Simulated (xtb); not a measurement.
xtb was given this input:
```
$ xtb mol.xyz --gfn 2 --opt vtight --json

# file mol.xyz
2

Si     0.94276378    -0.04674641    -0.00802147
S     -0.97384135    -0.03261159     0.00674962
```

**Question.** Give the total energy at the end of the optimisation at the level xtb with GFN2-xTB.

**Answer.** -4.9615 Eh

**Question.** Give the dipole moment at the level GFN2-xTB.

**Answer.** 4.40 D

**Question.** What HOMO-LUMO gap does GFN2-xTB give?

**Answer.** 2.79 eV
